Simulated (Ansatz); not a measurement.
Question: Predict a relaxed structure of `c1c[se]c(-c2ccc(-c3ccc(-c4ccc(-c5ccc(-c6ccc[se]6)[se]5)[se]4)[se]3)[se]2)c1`, charge 0, singlet, at r2SCAN-D4/def2-SVP (Ansatz).

Answer: 
```
atom    x (Å)   y (Å)   z (Å)
  C1    8.271  -3.277  -6.669
  C2    9.032  -2.204  -6.271
 Se3    8.129  -1.154  -5.032
  C4    6.679  -2.351  -5.167
  C5    5.462  -2.184  -4.416
  C6    4.338  -2.999  -4.435
  C7    3.274  -2.604  -3.597
  C8    3.477  -1.448  -2.853
  C9    2.595  -0.807  -1.928
 C10    2.799   0.350  -1.185
 C11    1.736   0.744  -0.349
 C12    0.610  -0.071  -0.366
 C13   -0.610   0.070   0.366
 C14   -1.737  -0.744   0.347
 C15   -2.800  -0.349   1.184
 C16   -2.595   0.806   1.929
 C17   -3.477   1.447   2.854
 C18   -3.274   2.604   3.596
 C19   -4.338   2.999   4.434
 C20   -5.461   2.183   4.417
 C21   -6.679   2.351   5.168
 C22   -6.984   3.359   6.071
 C23   -8.269   3.276   6.671
 C24   -9.032   2.206   6.270
Se25   -8.131   1.157   5.028
Se26   -5.192   0.746   3.228
Se27   -0.878   1.508   1.563
Se28    0.879  -1.511  -1.561
Se29    5.193  -0.748  -3.225
 C30    6.986  -3.360  -6.069
 H31    8.632  -4.010  -7.395
 H32   10.038  -1.939  -6.594
 H33    4.286  -3.892  -5.062
 H34    2.341  -3.172  -3.531
 H35    3.732   0.917  -1.250
 H36    1.788   1.638   0.280
 H37   -1.791  -1.636  -0.283
 H38   -3.734  -0.916   1.247
 H39   -2.341   3.172   3.530
 H40   -4.286   3.893   5.060
 H41   -6.277   4.159   6.302
 H42   -8.629   4.009   7.399
 H43  -10.040   1.942   6.591
 H44    6.281  -4.163  -6.297
```
Point group C2h (tolerance 0.1 Å). This is one stationary point.

Single mean-field runs in def2-SVP are fitted with def2-universal-jkfit.
